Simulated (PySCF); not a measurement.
FH3SeSi, SMILES F[Se][SiH3].

Geometry optimised at PBE-D3(BJ)/def2-TZVP.

Level of theory: TDA-CAM-B3LYP/def2-SVPD (PySCF 2.14.0).

Vertical excitations. The molecule is in vacuum. State labels are in the subgroup Cs.

```csv
state,symmetry,energy (eV),λ (nm),f,main pairs
S1,A",3.01,412,0.001,HOMO→LUMO 98 %
S2,A',5.03,246,0.002,HOMO−1→LUMO 97 %
S3,A",5.52,225,0.017,HOMO→LUMO+1 95 %
S4,A",6.62,187,0.023,HOMO→LUMO+2 95 %
S5,A',7.17,173,0.001,"HOMO→LUMO+4 44 %, HOMO→LUMO+6 31 %, HOMO−1→LUMO+1 20 %"
S6,A",7.21,172,0.004,HOMO→LUMO+5 92 %
S7,A",7.42,167,0.006,"HOMO→LUMO+3 71 %, HOMO−2→LUMO 19 %"
S8,A",7.47,166,0.031,"HOMO−2→LUMO 62 %, HOMO→LUMO+3 24 %, HOMO−4→LUMO 9 %"
S9,A',7.53,165,0.019,"HOMO−3→LUMO 71 %, HOMO−1→LUMO+1 19 %"
S10,A',7.70,161,0.120,"HOMO→LUMO+6 60 %, HOMO→LUMO+4 36 %"
T1,A",2.13,581,0,HOMO→LUMO 96 %
T2,A',4.15,299,0,HOMO−1→LUMO 96 %
T3,A",5.04,246,0,HOMO→LUMO+1 91 %
T4,A",6.35,195,0,HOMO→LUMO+2 87 %
```
Triplets are in the Tamm–Dancoff approximation.
